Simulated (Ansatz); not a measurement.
This geometry of C2H3Ge (6 atoms, charge 0, multiplicity 2) is a first-order saddle point.

Method: Ansatz, UKS B3LYP/def2-SVP.

```xyz
6
Properties=species:S:1:pos:R:3
C -0.625 -1.701 -0.140
C -0.196 -0.560 -0.051
Ge 0.452 1.176 0.085
H -1.004 -2.704 -0.217
H 1.055 1.835 -1.145
H 0.361 1.890 1.423
```

Which two structures does it join? (They come from a converged band through this point; their orientation in space is the band's.)

No bond is made or broken. The height of Ge3 over the plane of its neighbours goes from 0.52 to -0.52 Å. The two ends are copies of one structure, up to a mirror image or an exchange of like atoms.

First end point:

```xyz
6
Properties=species:S:1:pos:R:3
C -0.617 -1.672 -0.138
C -0.118 -0.563 -0.028
Ge 0.822 1.071 0.188
H -1.073 -2.640 -0.239
H 0.849 1.841 -1.153
H 0.179 1.899 1.324
```

Last end point:

```xyz
6
Properties=species:S:1:pos:R:3
C -0.614 -1.673 -0.138
C -0.261 -0.506 -0.069
Ge 0.108 1.354 -0.012
H -0.906 -2.706 -0.192
H 1.192 1.705 -1.056
H 0.523 1.762 1.420
```

How far does it lie above each of them?

5.9 kcal/mol above the first and 5.9 kcal/mol above the second. This is the barrier of this one path; another mechanism may lie lower.

Run time: 70 s on 2 threads of Arm Neoverse V1, with other jobs on the host, peak memory 0.25 GiB.
